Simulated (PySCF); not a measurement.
Heteronuclear NMR

Numbering as in the mapped SMILES `[O:1]=[B:2][B:3]=[O:4]`.

Theory: NMR shieldings at PBE0/pcSseg-2/GIAO, geometry: PBE0-D3(BJ)/def2-TZVP, in PySCF 2.14 (one computed conformer, equivalent nuclei averaged, no solvent model, no relativistic terms).

**Question.** Where does $^{11}$B resonate?

**Answer.** 
```csv
atoms,environment,σ (ppm),δ (ppm)
B2/B3,"boron bonded to B, O",86.8,12.2
```

Shieldings were converted by a linear fit to measured shifts: $^{11}$B (scatter 2.2 ppm rms, 9.5 ppm with the 3 outliers that the fit left out vs BF3·OEt2, solution or neat liquid). Occasional misses reach two or three times the rms, and more in compound classes unlike the fitted ones.

On a 600 MHz spectrometer $^{11}$B resonates near 192.5 MHz, so 1 ppm is 192.5 Hz.

**Question.** What are the $^{17}$O shifts?

**Answer.** 
| atoms | environment | σ (ppm) | δ (ppm) |
| --- | --- | --- | --- |
| O1/O4 | oxygen bonded to B | -15.1 | 280.7 |

Shieldings were converted by a linear fit to measured shifts: $^{17}$O (scatter 11.0 ppm rms, 12.4 ppm with the 2 outliers that the fit left out vs liquid water, solution or neat liquid). Occasional misses reach two or three times the rms, and more in compound classes unlike the fitted ones.

On a 500 MHz spectrometer $^{17}$O resonates near 67.8 MHz, so 1 ppm is 67.8 Hz.
